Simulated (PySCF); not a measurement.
Magnetisability: `[GaH3-][O+]1CC2(CCC2)C1`, C₆H₁₃GaO

Molfile (atoms numbered from 1):
```
C6H13GaO
     RDKit          3D

 21 22  0  0  0  0  0  0  0  0999 V2000
    3.1000   -0.3985   -0.5186 Ga  0  0  0  0  0  4  0  0  0  0  0  0
    1.6070    0.5006    0.6045 O   0  0  0  0  0  0  0  0  0  0  0  0
    0.5814    1.1805   -0.1440 C   0  0  0  0  0  0  0  0  0  0  0  0
   -0.4730    0.1810    0.3343 C   0  0  0  0  0  0  0  0  0  0  0  0
   -1.8110    0.6297    0.9329 C   0  0  0  0  0  0  0  0  0  0  0  0
   -2.5582   -0.2620   -0.0726 C   0  0  0  0  0  0  0  0  0  0  0  0
   -1.2141   -0.7085   -0.6711 C   0  0  0  0  0  0  0  0  0  0  0  0
    0.6490   -0.3961    1.1985 C   0  0  0  0  0  0  0  0  0  0  0  0
    2.2028   -1.2447   -1.4743 H   0  0  0  0  0  0  0  0  0  0  0  0
    3.8055   -1.1568    0.6291 H   0  0  0  0  0  0  0  0  0  0  0  0
    3.7290    0.8836   -1.1101 H   0  0  0  0  0  0  0  0  0  0  0  0
    0.4537    2.2050    0.2201 H   0  0  0  0  0  0  0  0  0  0  0  0
    0.7914    1.1819   -1.2182 H   0  0  0  0  0  0  0  0  0  0  0  0
   -2.0051    1.6952    0.8282 H   0  0  0  0  0  0  0  0  0  0  0  0
   -1.9440    0.3479    1.9754 H   0  0  0  0  0  0  0  0  0  0  0  0
   -3.1975    0.2824   -0.7626 H   0  0  0  0  0  0  0  0  0  0  0  0
   -3.1339   -1.0630    0.3838 H   0  0  0  0  0  0  0  0  0  0  0  0
   -0.9952   -1.7692   -0.5645 H   0  0  0  0  0  0  0  0  0  0  0  0
   -1.0589   -0.4215   -1.7093 H   0  0  0  0  0  0  0  0  0  0  0  0
    0.9043   -1.4454    1.0202 H   0  0  0  0  0  0  0  0  0  0  0  0
    0.5579   -0.2053    2.2725 H   0  0  0  0  0  0  0  0  0  0  0  0
  1  2  1  0
  2  3  1  0
  3  4  1  0
  4  5  1  0
  5  6  1  0
  6  7  1  0
  4  8  1  0
  8  2  1  0
  7  4  1  0
  1  9  1  0
  1 10  1  0
  1 11  1  0
  3 12  1  0
  3 13  1  0
  5 14  1  0
  5 15  1  0
  6 16  1  0
  6 17  1  0
  7 18  1  0
  7 19  1  0
  8 20  1  0
  8 21  1  0
M  CHG  2   1  -1   2   1
M  END
```

The calculation used GIAO B3LYP/pcSseg-1 magnetisability, rotational g tensor and spin-rotation constants, non-relativistic, gas phase in PySCF. Geometry: GFN2-xTB.

The calculation is non-relativistic, which matters for the atoms heavier than Zn.

(1) What are the magnetisability and the molar susceptibility?

(2) Split it along the inertial axes a, b, c into diamagnetic and paramagnetic parts about the centre of mass, with the quadrupole moment.

(3) And the rotational g tensor?

Answers

(1) Isotropic -1451 × 10⁻³⁰ J/T², or -87.4 × 10⁻⁶ cm³/mol; principal values -1684, -1379, -1290 × 10⁻³⁰ J/T², anisotropy 358 × 10⁻³⁰ J/T² (root of half the summed squared differences of the principal values). The susceptibility is in cgs units.

(2) 
```tsv
axis	χ (10⁻⁶ cm³/mol)	diamagnetic (10⁻⁶ cm³/mol)	paramagnetic (10⁻⁶ cm³/mol)	summed x² of all electrons (Å²)	quadrupole Θ (D Å)
a	-101.3	-458.1	356.8	409.5	-4.88
b	-83.1	-1928.3	1845.2	63.0	+0.09
c	-77.7	-2004.5	1926.8	45.0	+4.79
```
Anisotropies 2χaa − χbb − χcc = -41.9 and 2χbb − χaa − χcc = +12.8 × 10⁻⁶ cm³/mol. Θ is traceless in Buckingham's convention.

(3) 
```
axis  rotational constant (GHz)        g  nuclear part  electronic part
   a                     4.0446  -0.0200        0.6579          -0.6779
   b                     0.6426  -0.0096        0.5475          -0.5570
   c                     0.6155  -0.0115        0.5456          -0.5572
```
Asymmetric top; isotopes 12C, 69Ga, 1H, 16O; no vibrational averaging.
